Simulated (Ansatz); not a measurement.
Consider the substitution at a C–Al bond: `B[CH2][Al]([CH3])[CH3]` + `B[NH][AlH2]` → `BC[N](B)[AlH2]` + `[CH3][AlH][CH3]`.

Calculated with Ansatz (gas phase, PBE0-D4/def2-TZVP geometries, no zero-point term in ΔE). CCSD(T)/CBS adds triple-zeta CCSD(T) − MP2 to the extrapolated MP2 energy (def2 sets, frozen cores). Functionals use def2-TZVPP. B3LYP here is the variant with VWN-RPA as its local correlation; programs differ in this. Each species was taken in one conformer, which may not be the lowest.

Problem. Is it downhill or uphill in electronic energy at CCSD(T)/CBS, and by how much? (Best estimate.)

Solution. Ansatz gave: Uphill: ΔE = +1.35 eV.

Problem. What do these levels give: B3LYP-D4, ωB97M-V, PBE, PBE0, B3LYP, MP2/def2-TZVPP? (Estimate.)

Solution. The calculation gave: B3LYP-D4 1.30, ωB97M-V 1.34, PBE 1.36, PBE0 1.35, B3LYP 1.34, MP2/def2-TZVPP 1.39 eV.

Largest T1 diagnostic among the species: 0.012.

In def2-TZVPP, CCSD(T) changes the Hartree–Fock value by +0.12 eV (the triples alone add +0.02 eV) and MP2 by +0.17 eV. The D4 term adds −0.04 eV with B3LYP and −0.02 eV with PBE0; it sums over pairs of atoms, weighted by their polarisabilities, and B3LYP, whose exchange is more repulsive, gets the larger term.
